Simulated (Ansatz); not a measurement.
Input for Ansatz (a quantum-chemistry and plane-wave program): R-PBE0/def2-TZVPP on SeS, 2S+1 = 1, a spin state set in the input, which need not be the lowest.

Ansatz 0.2 input:
```yaml
crystal:
  periodic: [false, false, false]
  atoms:
    - {symbol: S, position_ang: [0.00000000, 0.00000000, 0.00000000]}
    - {symbol: Se, position_ang: [0.00000000, 0.00000000, 2.13700000]}
basis:
  gaussian:
    orbitals: def2-TZVPP
hamiltonian:
  xc: {name: PBE0}
relax: {f_tol: 0.002, max_steps: 120}
```

Q: What total energy does the run end on?

A: -2799.2924 hartree.

Q: How many basis functions does it have, and what does it roughly cost on one machine?

A: 90 functions; around 17 core-seconds (rough).
